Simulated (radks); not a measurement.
The numbers below are computed, except where a source is named.
Problem. These are the eigenvalues of the occupied orbitals of an atom or ion with whole-number occupations (hartree). Level of theory: scalar-relativistic Kohn-Sham, TASK exchange with Perdew-Wang LDA correlation, spin-polarised, spherical densities, finite nucleus; meta-GGA in the generalised Kohn-Sham scheme; Fermi nuclear charge, rms radius of each element as measured or else 0.836 A^(1/3) + 0.57 fm (a radial shooting solver on a logarithmic mesh with Libxc functionals).

| orbital | eigenvalue |
|---|---|
| 1s up | -164.4703 |
| 1s down | -164.4503 |
| 2s up | -19.82496 |
| 2s down | -19.81084 |
| 2p up | -16.60682 |
| 2p down | -16.58298 |
| 3s up | -4.00958 |
| 3s down | -3.93713 |
| 3p up | -3.14742 |
| 3p down | -3.07209 |

Which element is it, and in what charge state? The configuration may be excited. Open shells, if any, are filled with parallel spins first.

Solution. Z = 21, scandium, charge +4: Sc4+ in [Ne] 3s2 3p5. The list shows which subshells hold electrons but not how many an open one holds; the 1s level, -164.47 hartree, gives Z - s = 18.1 by -(Z - s)^2/2, which with screening and relativity narrows Z to a few neighbours, and the depths of the outer levels then fix element, charge and occupations together.
